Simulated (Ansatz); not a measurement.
One change: `[AlH2][CH2]CBr` becomes `NCC[CH2][AlH2]`.

Ansatz, PBE0-D4/def2-TZVP geometries, multiplicity 1. Each molecule was computed in one conformer, which needn't be the lowest.

Scalar relativity is left out up to krypton. Spin–orbit coupling is left out; it splits and shifts lone-pair levels of the heavy atoms by tenths of an eV.

```tsv
property	`[AlH2][CH2]CBr`
HOMO–LUMO gap (PBE/def2-TZVPP) / eV	3.85
HOMO energy (PBE0/def2-TZVPP) / eV	-7.57
HOMO–LUMO gap (B3LYP/def2-TZVPP) / eV	5.39
LUMO energy (ωB97M-V/def2-TZVPP) / eV	-0.12
size of the dipole moment (B3LYP/def2-TZVPP) / D	2.04
HOMO–LUMO gap (ωB97M-V/def2-TZVPP) / eV	9.63
```

(1) Give the same properties after the change, and the shifts. (Estimate.)

## Answers

(1) Computed: 
| property | `NCC[CH2][AlH2]` | shift |
| --- | --- | --- |
| HOMO–LUMO gap (PBE/def2-TZVPP) / eV | 4.09 | 0.24 |
| HOMO energy (PBE0/def2-TZVPP) / eV | -7.26 | 0.31 |
| HOMO–LUMO gap (B3LYP/def2-TZVPP) / eV | 5.83 | 0.44 |
| LUMO energy (ωB97M-V/def2-TZVPP) / eV | 0.59 | 0.71 |
| size of the dipole moment (B3LYP/def2-TZVPP) / D | 0.88 | -1.16 |
| HOMO–LUMO gap (ωB97M-V/def2-TZVPP) / eV | 10.20 | 0.57 |

With PBE0 the HOMO rises by 0.31 eV and the LUMO rises by 0.70 eV, so the gap widens by about 0.39 eV. PBE moves the HOMO by 0.47 eV and ωB97M-V by 0.15 eV. Dipoles are sizes alone; their direction can turn.

B3LYP here is the variant with VWN-RPA as its local correlation; programs differ in this.
